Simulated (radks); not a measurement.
The strontium ion Sr3+, 35 electrons, occupied as [Ar] 3d10 4s2 4p5. All-electron calculation, Dirac Kohn-Sham, PBE, spin-unpolarised, spherical densities, finite nucleus; open shells fill j = l - 1/2 first; Fermi nuclear charge, rms radius 4.224 fm. Program: a radial shooting solver on a logarithmic mesh with Libxc functionals.

Unscreened Slater integrals over Kohn-Sham orbitals (eV). Large and small components are both included.

integral,value
"F0(4p3/2,4p3/2)",16.318
"F2(4p3/2,4p3/2)",8.6340
"F0(4p3/2,4p1/2)",16.467
"G2(4p3/2,4p1/2)",8.7015
"F0(4p3/2,4s1/2)",17.279
"G1(4p3/2,4s1/2)",11.656
"F0(4p3/2,3d5/2)",21.117
"F2(4p3/2,3d5/2)",4.6959
"G1(4p3/2,3d5/2)",1.5383
"G3(4p3/2,3d5/2)",1.4579
"F0(4p1/2,4p1/2)",16.623
"F0(4p1/2,4s1/2)",17.464
"G1(4p1/2,4s1/2)",11.878
"F0(4p1/2,3d5/2)",21.474
"G3(4p1/2,3d5/2)",1.5185
"F0(4s1/2,4s1/2)",18.468
"F0(4s1/2,3d5/2)",23.485
"G2(4s1/2,3d5/2)",1.9885
"F0(3d5/2,3d5/2)",49.838
"F2(3d5/2,3d5/2)",24.213
"F4(3d5/2,3d5/2)",15.309
